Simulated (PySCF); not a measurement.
## How the method changes the constants of SiSn⁺

State: ⁴Σ⁻ (quartet), unpaired electrons σ ↑, π ↑↑. Set-up: basis Si def2-SVPD, Sn def2-SVPD with ECP28; scalar-relativistic core potentials; PySCF 2.14. De refers to Si + Sn⁺ in their high-spin ground configurations, without counterpoise correction. The functionals are run spin-unrestricted. A positive dipole points towards Sn; it is taken about the centre of mass and depends on that origin.

```csv
Level,Re (Å),ωe (cm⁻¹),De (eV),μ (D)
UHF,2.541,333,1.48,-1.61
UHF-MP2,2.546,327,2.38,n/a
UHF-SCS-MP2,2.529,341,2.08,n/a
UHF-CCSD,2.564,313,2.20,n/a
UHF-CCSD(T),2.574,304,2.36,n/a
PBE,2.588,291,3.00,-2.08
BLYP,2.626,270,2.77,-2.23
r²SCAN,2.558,307,2.91,-2.10
M06-L,2.564,308,2.98,-1.42
PBE0,2.549,314,2.75,-1.96
B97-3,2.570,306,2.56,-1.78
HSE06,2.554,311,2.79,-1.98
```

**Question.** Which functional lies closest to UHF-CCSD(T) in De, which farthest, and by how much do they differ from it?

**Answer.** Closest is B97-3 (-0.4 pm in Re, +0.7 % in ωe, +0.20 eV in De against UHF-CCSD(T) in the same basis), farthest PBE (+1.4 pm in Re, -4.3 % in ωe, +0.64 eV in De). CCSD(T) converges more slowly with the basis than the functionals do and binds too weakly in this one, so the order can change at the basis-set limit.

**Question.** What does a quarter of exact exchange do here, going from PBE to PBE0?

**Answer.** PBE0 less PBE: -3.9 pm in Re, +7.9 % in ωe, -0.25 eV in De. Exact exchange removes part of the self-interaction that spreads semilocal densities, and in most molecules shortens and stiffens the bond and lowers De; so it does here.

**Question.** What does the step from GGA to meta-GGA do here, going from PBE to r²SCAN?

**Answer.** r²SCAN less PBE: -3.0 pm in Re, +5.5 % in ωe, -0.09 eV in De. 

Correlated steps freeze 9 core orbitals. Correlated levels converge slowly with the basis: in double zeta they bind strong bonds too weakly, by up to about 1 eV, and carry superposition errors of some tenths. Spin–orbit coupling is left out, which matters for elements this heavy, above all for dissociation energies. For an ion De counts to the pair picked by the measured ionisation energies or electron affinities, which need not be the lowest pair at this level. The state was picked by a PBE0 search and need not be the measured ground state.
